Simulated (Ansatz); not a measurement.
(H3Ge)2NH (Ge₂NH₇). Total charge 0; triplet. Geometry PBE0-D4/def2-SVP, that of the neutral singlet.

```tsv
atom	x (Å)	y (Å)	z (Å)
Ge1	-0.846	-0.341	-1.368
H2	-1.455	0.631	-2.396
H3	0.412	-1.023	-1.933
H4	-1.897	-1.425	-1.025
N5	-0.305	0.630	0.093
Ge6	0.989	0.153	1.304
H7	1.519	1.436	1.973
H8	2.100	-0.553	0.508
H9	0.472	-0.805	2.405
H10	-0.988	1.297	0.439
```

At PBE0-D4/def2-TZVP a singlet of charge 0 lies 5.08 eV below the triplet at the same geometry.

Task: Estimate the α-spin orbital energies around the gap (eV) in Ansatz with PBE-D4/def2-TZVP, r2SCAN-D4/def2-TZVP, PBE0-D4/def2-TZVP.

Result: 
```csv
orbital,PBE-D4/def2-TZVP,r2SCAN-D4/def2-TZVP,PBE0-D4/def2-TZVP
HOMO−5,-10.06,-10.59,-11.72
HOMO−4,-8.68,-9.03,-9.94
HOMO−3,-8.59,-8.98,-9.94
HOMO−2,-8.33,-8.69,-9.62
HOMO−1,-7.88,-8.40,-9.38
HOMO,-1.69,-1.84,-2.29
LUMO,-0.33,0.02,0.55
LUMO+1,0.08,0.35,0.88
LUMO+2,0.25,0.42,0.97
LUMO+3,0.40,0.72,1.26
LUMO+4,0.58,0.74,1.36
LUMO+5,0.71,0.85,1.42
β HOMO,-8.19,-8.56,-9.49
β LUMO,-6.32,-5.95,-5.22
```
